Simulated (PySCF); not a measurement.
Sb(Cl)(SiH3)2 (ClH6SbSi2), SMILES [SiH3][Sb]([SiH3])[Cl]. Geometry: PBE-D3(BJ)/def2-SVP. The structure was generated by enumeration; whether it is a known compound was not checked. The def2 effective core potentials stand for the cores of Sb; spin–orbit coupling is left out.

Computed equilibrium geometry at PBE-D3(BJ)/def2-SVP (PySCF confirms it by a frequency run) as a Z-matrix, and its point group:
point group Cs.
```
Sb
Cl 1 2.4338
Si 1 2.6076 2 90.21
H 3 1.5026 1 110.55 2 -50.95
H 3 1.5035 4 109.84 1 -119.21
H 3 1.5077 4 109.68 5 -119.72
Si 1 2.6076 2 90.21 3 -90.11
H 7 1.5026 1 110.55 2 50.95
H 7 1.5035 8 109.84 4 146.83
H 7 1.5077 8 109.68 9 119.72
```
